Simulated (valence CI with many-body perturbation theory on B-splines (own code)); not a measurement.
V⁹⁺: fill in the table

Computed by relativistic CI+MBPT: four valence electrons over a frozen Dirac-Fock core [Ne], radial functions for each j: 11 s, 11 p, 9 d, 7 f, 5 g, 2 h, 1 i, with the one-electron correlation potential Σ1, the two-electron term Σ2, the three-electron term Σ3, Breit, model QED; selected CI, second order for the rest, scaled by the run's own slope (own B-spline code, finite nucleus).

No measured levels were compared; by estimate levels of excited configurations hold to 0.05 to 0.15 % of their energy, terms of the ground configuration to about 0.5 %.

```tsv
Level	E (eV)
3s2 3p2 3P_0	0.000
3s2 3p2 3P_1	0.519
3s2 3p2 3P_2	?
3s2 3p2 1D_2	?
3s2 3p2 1S_0	8.426
3s 3p3 5S°_2	?
3s 3p3 3D°_1	?
3s 3p3 3D°_2	27.409
3s 3p3 3D°_3	27.536
3s 3p3 3P°_0	31.495
3s 3p3 3P°_1	31.521
3s 3p3 3P°_2	31.544
3s 3p3 1D°_2	34.710
3s 3p3 3S°_1	?
3s2 3p 3d 3F°_2	41.961
3s 3p3 1P°_1	42.369
3s2 3p 3d 3F°_3	?
3s2 3p 3d 3F°_4	42.991
3s2 3p 3d 3P°_2 [a]	47.836
3s2 3p 3d 3P°_1	48.485
```

Names give the largest LS component (configuration and term), which can be under half, so a name can repeat, a term be missing and a line seem to break the LS rules; names also repeat where a configuration has a term twice. Letters in brackets count levels of one name in rising energy.

Problem. The levels stand in rising order. What does the calculation give for the missing energies?

Solution. 3s2 3p2 3P_2 1.170; 3s2 3p2 1D_2 4.042; 3s 3p3 5S°_2 19.999; 3s 3p3 3D°_1 27.397; 3s 3p3 3S°_1 40.705; 3s2 3p 3d 3F°_3 42.385.
